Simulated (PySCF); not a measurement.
stibine (H₃Sb), SMILES [SbH3].

The structure is a stationary point at B3LYP-D3(BJ)/def2-TZVPD. The def2 effective core potentials stand for the cores of Sb; spin–orbit coupling is left out.

The numbers are results of TDA-PBE/def2-TZVPD (PySCF 2.14.0), not measurements.

Vertical excitations; the highest root listed may be one member of a degenerate set. Gas-phase values at a fixed geometry. State labels are in the subgroup Cs.

Q: Estimate the UV-visible absorptions. (The exact figures need the calculation; the answer reports its results.)

A: 
```tsv
state	symmetry	energy (eV)	λ (nm)	f	main pairs
S1	A'	6.02	206	0.157	HOMO→LUMO+2 98 %
S2	A"	6.14	202	0.073	HOMO→LUMO+1 (degenerate set)
S3	A'	6.14	202	0.073	HOMO→LUMO (degenerate set)
S4	A"	7.38	168	0.000	HOMO−2→LUMO 50 %, HOMO−1→LUMO+1 50 %
S5	A'	7.72	161	0.029	HOMO−1→LUMO+2, HOMO−1→LUMO, HOMO−2→LUMO+1, HOMO→LUMO+4 (degenerate set)
S6	A"	7.72	161	0.029	HOMO−2→LUMO+2, HOMO−1→LUMO+1, HOMO−2→LUMO, HOMO→LUMO+5 (degenerate set)
S7	A"	7.90	157	0.001	HOMO→LUMO+5, HOMO−2→LUMO+2 (degenerate set)
S8	A'	7.90	157	0.001	HOMO→LUMO+4, HOMO−1→LUMO+2 (degenerate set)
S9	A'	7.95	156	0.056	HOMO→LUMO+3 80 %
S10	A'	8.37	148	0.018	HOMO→LUMO+7 98 %
T1	A'	4.98	249	0	HOMO→LUMO (degenerate set)
T2	A"	4.98	249	0	HOMO→LUMO+1 (degenerate set)
T3	A'	5.61	221	0	HOMO→LUMO+2 95 %
T4	A'	6.55	189	0	HOMO−2→LUMO+1 47 %, HOMO−1→LUMO 47 %
```
Triplets are in the Tamm–Dancoff approximation.
